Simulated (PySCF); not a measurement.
Species: C5H9ClO.
Numbering: `[CH3:1][CH2:2][CH2:3][CH2:4][C:5](=[O:6])[Cl:7]` (hydrogens: H8, H9, H10 on C1; H11, H12 on C2; H13, H14 on C3; H15, H16 on C4)

Computed with PySCF at wB97X-D/pcSseg-2, non-relativistic, on one gas-phase PBE0-D3(BJ)/def2-TZVP geometry that isn't relaxed in the solvent. The solvent is an IEF-PCM continuum (Bondi radii, 1.10 Å for H, scaled by 1.2). The model holds no explicit solvent molecules, cavitation or dispersion.

Gas phase at wB97X-D/pcSseg-2: HOMO -10.36 eV, LUMO 0.92 eV, dipole 3.18 D.

Question: What does the continuum do to the energy, the frontier levels and the dipole at wB97X-D/pcSseg-2 in chloroform?

Answer: 
```json
{"solvent": "chloroform", "ε": "4.711", "E(solvent) − E(gas) (kcal/mol)": "-3.24", "polarisation term (kcal/mol)": "-3.63", "distortion of the solute (kcal/mol)": "0.39", "HOMO (eV)": "-10.42", "LUMO (eV)": "0.94", "dipole (D)": "3.70"}
```

The first energy column is the sum of the next two and covers electrostatics alone.

Question: Which radius a makes the point-dipole formula ΔE = −[(ε − 1)/(2ε + 1)]·μ²/a³ give the value in chloroform, with the gas-phase dipole?

Answer: μ = 1.251 au and |ΔE| = 0.00516 Eh give a = 2.52 Å; the farthest nucleus lies 4.16 Å from the centroid of the nuclei, so such a sphere wouldn't even hold the nuclei. The formula assumes a rigid point dipole at the centre of a sphere.

Shape of the structure used: `[CH3:1][CH2:2][CH2:3][CH2:4][C:5](=[O:6])[Cl:7]`: C1–C2–C3–C4 179°, C2–C3–C4–C5 180°, C3–C4–C5–O6 -1°.

Note: wB97X-D ran without an empirical dispersion term, which enters the total energy and its gradient alone.
